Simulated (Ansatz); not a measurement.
`[O]1[SiH2][SnH2]1`, 7 atoms. Charge 0, multiplicity 1. Correlated methods include outer-core shells of Sn, which these sets cover unevenly. Sn: def2 effective core potential. All runs use 2 threads of an AMD EPYC on a shared host. Correlated methods freeze the cores.

(1) How many basis functions does each run have, and how long does it take in Ansatz? RKS PBE0-D4/def2-TZVP frequencies; RHF-CCSD(T)/def2-TZVPP energy; RHF-MP2/def2-QZVPP energy; RKS PBE0-D4/def2-TZVP relaxation (6 steps); RHF-CCSD(T)/def2-SVP energy; RKS B3LYP-D4/def2-TZVPP energy and forces; RKS ωB97M-V/def2-QZVPP energy; RKS r2SCAN-D4/def2-TZVPP energy and forces; RKS PBE0-D4/def2-QZVPP energy; RKS ωB97M-V/def2-SVP energy; RKS LC-ωPBE/def2-TZVPP energy; RKS PBE0-D4/def2-SVP energy. (Estimate.)

Answers

(1) Computed: Other jobs shared the machine, so times are rough.

```
                   level                   job  functions  wall time  peak host memory (GiB)
    RKS PBE0-D4/def2-SVP                energy         78      3.8 s                    0.35
  RKS LC-ωPBE/def2-TZVPP                energy        179       10 s                    0.35
    RHF-CCSD(T)/def2-SVP                energy         78       11 s                    0.35
    RKS ωB97M-V/def2-SVP                energy         78       12 s                    0.35
 RKS B3LYP-D4/def2-TZVPP     energy and forces        179       13 s                     0.4
RKS r2SCAN-D4/def2-TZVPP     energy and forces        179       13 s                    0.22
  RKS PBE0-D4/def2-QZVPP                energy        329       17 s                    0.84
  RKS ωB97M-V/def2-QZVPP                energy        329       39 s                       1
      RHF-MP2/def2-QZVPP                energy        329       45 s                     1.2
   RKS PBE0-D4/def2-TZVP  relaxation (6 steps)        142       64 s                    0.32
  RHF-CCSD(T)/def2-TZVPP                energy        179    2.3 min                     1.8
   RKS PBE0-D4/def2-TZVP           frequencies        142      5 min                    0.35
```

B3LYP here is the variant with VWN-RPA as its local correlation; programs differ in this. LC-ωPBE has ω = 0.4 bohr⁻¹.
